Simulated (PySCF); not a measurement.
**Worked example: chemical shift, span and skew from a shielding tensor**

CH4OSe, SMILES CO[SeH]. Atoms are numbered in the order given.

```xyz
7

Se    -0.4020    -0.1722     0.5946
H     -1.2318    -1.0930    -0.2135
O      0.9823    -0.0896    -0.5415
C      0.7925     0.7778    -1.6425
H      0.5384     1.7930    -1.3224
H      1.7418     0.7948    -2.1827
H      0.0064     0.4101    -2.3117
```
Charge 0, spin multiplicity 1.

Coordinates come from a PBE0-D3(BJ)/def2-TZVP optimisation. One conformer was computed; it need not be the lowest.

GIAO shieldings from HF/pcSseg-1 (PySCF), non-relativistic, no solvent. The symmetric part of the tensor of C4 has the principal values 91.2, 105.8, 186.5 ppm. The same nucleus in TMS has σ = 192.6 ppm at this level (PySCF, at its B3LYP-D3(BJ)/def2-TZVP geometry).

### Question
Work out the isotropic shielding, the ¹³C shift against TMS, the span and the skew.

### Answer

σ(iso) = (σ11 + σ22 + σ33)/3 = 127.8 ppm. δ = σ(ref) − σ(iso) = 192.6 − (127.8) = 64.8 ppm.
Span Ω = σ33 − σ11 = 95.3 ppm. Skew κ = 3(σ(iso) − σ22)/Ω = 0.69. Tumbling in solution averages the tensor to δ; in a static solid the shielding alone would spread this spin-1/2 line over Ω.
